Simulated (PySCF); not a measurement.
Species: `C=CC1=CC([SiH2]C)=CCC1`. The columns A, B, C and D hold Mulliken, IAO, Hirshfeld and ESP-fitted charges (e) of one PBE0/pcSseg-1 density (PySCF), in a shuffled order. Coordinates in Å (GFN2-xTB); the density's dipole moment is (0.13, -1.10, 0.30) D.

| atom | x | y | z | A | B | C | D |
| --- | --- | --- | --- | --- | --- | --- | --- |
| C1 | -4.013 | 0.729 | 0.138 | -0.327 | -0.360 | -0.104 | -0.134 |
| C2 | -2.794 | 1.065 | -0.279 | -0.136 | -0.320 | -0.048 | -0.142 |
| C3 | -1.566 | 0.335 | -0.045 | +0.010 | +0.291 | +0.007 | -0.276 |
| C4 | -0.384 | 0.836 | -0.450 | -0.160 | -0.342 | -0.056 | -0.009 |
| C5 | 0.879 | 0.168 | -0.196 | -0.289 | -0.184 | -0.105 | -0.358 |
| Si6 | 2.466 | 1.168 | -0.403 | +0.765 | +0.583 | +0.336 | +0.703 |
| C7 | 3.994 | 0.072 | -0.157 | -0.716 | -0.643 | -0.211 | -0.643 |
| C8 | 0.850 | -1.123 | 0.162 | -0.125 | -0.039 | -0.032 | -0.150 |
| C9 | -0.441 | -1.877 | 0.264 | -0.263 | -0.167 | -0.067 | -0.135 |
| C10 | -1.577 | -0.963 | 0.720 | -0.263 | -0.096 | -0.067 | -0.110 |
| H11 | -4.209 | -0.156 | 0.717 | +0.143 | +0.150 | +0.042 | +0.115 |
| H12 | -4.868 | 1.343 | -0.086 | +0.154 | +0.176 | +0.046 | +0.118 |
| H13 | -2.671 | 1.978 | -0.849 | +0.144 | +0.184 | +0.045 | +0.084 |
| H14 | -0.344 | 1.785 | -0.967 | +0.138 | +0.155 | +0.042 | +0.072 |
| H15 | 2.475 | 2.262 | 0.581 | -0.130 | -0.137 | -0.085 | -0.083 |
| H16 | 2.490 | 1.745 | -1.758 | -0.132 | -0.134 | -0.085 | -0.093 |
| H17 | 4.902 | 0.651 | -0.295 | +0.159 | +0.168 | +0.044 | +0.144 |
| H18 | 4.019 | -0.748 | -0.869 | +0.155 | +0.152 | +0.042 | +0.139 |
| H19 | 4.026 | -0.352 | 0.842 | +0.155 | +0.151 | +0.042 | +0.139 |
| H20 | 1.760 | -1.679 | 0.335 | +0.139 | +0.097 | +0.042 | +0.087 |
| H21 | -0.678 | -2.287 | -0.727 | +0.147 | +0.085 | +0.042 | +0.140 |
| H22 | -0.339 | -2.720 | 0.949 | +0.145 | +0.079 | +0.046 | +0.123 |
| H23 | -2.528 | -1.479 | 0.594 | +0.142 | +0.083 | +0.043 | +0.132 |
| H24 | -1.461 | -0.734 | 1.786 | +0.144 | +0.065 | +0.039 | +0.138 |

Problem. Which column most likely holds the ESP-fitted charges?

Solution. B. Σ q r misses the density's dipole by 0.01 D (B), 0.62 D (C), 0.83 D (D), 1.19 D (A). Charges fitted to the outside potential are the only set here that is tied to the molecule's multipoles.

Problem. And the Hirshfeld charges?

Solution. C. The mean sizes are 0.072 e (C), 0.178 e (D), 0.202 e (B), 0.212 e (A), and Hirshfeld charges are commonly the smallest of these schemes.

As computed, A = IAO, B = ESP-fitted, C = Hirshfeld, D = Mulliken. Hydrogens on carbon: IAO +0.14 to +0.16, ESP-fitted +0.06 to +0.18, Hirshfeld +0.04 to +0.05, Mulliken +0.07 to +0.14 e.

The IAO scheme projects the occupied orbitals on a minimal set of polarised atomic orbitals and counts the electrons in each atom's part of it. The Hirshfeld scheme weights the molecular density at each point by an atom's share of the summed free-atom densities.

The structure is a single GFN2-xTB conformer in the gas phase; no vibrational or solvent corrections.

These values come from a run that also computed NMR shieldings. On Arm Neoverse V2, one thread (shared host), this took 76 s and 1.2 GiB of memory at its peak.

Shape of the structure used: `[CH2:1]=[CH:2][C:3]1=[CH:4][C:5]([SiH2:6][CH3:7])=[CH:8][CH2:9][CH2:10]1`: C1–C2–C3–C4 -176°, C4–C5–Si6–C7 -176°.
